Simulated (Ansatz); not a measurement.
`[NH2][Al]([F])[Cl]` + `[SiH3]CS` → `[F][Al]([SiH3])[Cl]` + `NCS`  (formal exchange of groups at the Al–N bond)

Program: Ansatz. Geometries: PBE0-D4/def2-TZVP. ΔE: electronic, gas phase. CBS: MP2 limit from def2 TZ/QZ plus the TZ coupled-cluster correction, frozen cores. Functionals use def2-TZVPP. HSE06 is defined as in plane-wave codes. Each species was taken in one conformer, which may not be the lowest.

`[NH2][Al]([F])[Cl]`:

Z-matrix (Å, degrees):
```
N
Al 1 1.746
H 1 1.006 2 124.6
H 1 1.006 2 124.3 3 -180.0
F 2 1.641 1 119.8 3 -0.0
Cl 2 2.079 1 121.2 3 180.0
```

`[SiH3]CS`:

```xyz
9

Si    0.930    0.159   -0.526
C    -0.406   -0.604    0.551
S    -2.033    0.114    0.195
H     0.645   -0.120   -1.955
H     2.269   -0.389   -0.170
H     0.942    1.630   -0.305
H    -0.500   -1.666    0.312
H    -0.174   -0.530    1.615
H    -1.672    1.405    0.282
```

`[F][Al]([SiH3])[Cl]`:

```xyz
7

F     0.755    1.772    1.746
Al    0.812    0.304    1.006
Si   -0.705   -0.185   -0.831
Cl    2.223   -1.056    1.728
H    -0.480    0.782   -1.939
H    -2.114   -0.052   -0.370
H    -0.491   -1.564   -1.341
```

`NCS`:

Cartesian coordinates in Å:
```
N 0.190 0.313 -1.078
C -0.351 0.255 0.260
S -0.718 -1.436 0.792
H 0.314 1.277 -1.367
H 1.093 -0.143 -1.124
H -1.317 0.764 0.269
H 0.267 0.714 1.041
H 0.521 -1.744 1.205
```

```
           level  ΔE (eV)
         BLYP-D4     1.52
       r2SCAN-D4     1.59
          revPBE     1.32
          r2SCAN     1.58
            PBE0     1.42
           HSE06     1.42
       CAM-B3LYP     1.59
CCSD(T)/def2-SVP     1.44
```

Q: What does CCSD(T)/CBS give? (An estimate is asked.)

A: Computed: +1.62 eV. The listed levels differ from it by -0.10, -0.03, -0.30, -0.04, -0.20, -0.20, -0.03, -0.18 eV.

Largest T1 diagnostic among the species: 0.012.

Leaving LDA and LC-ωPBE aside and taking each functional with its dispersion term where it has one, the values, not all of them listed here, spread over 0.27 eV, from PBE-D4 to ωB97M-V. LDA lies +0.04 eV from PBE without D4. At CCSD(T), def2-SVP lies −0.18 eV from the extrapolated value and def2-TZVPP −0.02 eV. From PBE to PBE0 (25 % exact exchange), in def2-TZVPP and without D4, ΔE moves by +0.08 eV.
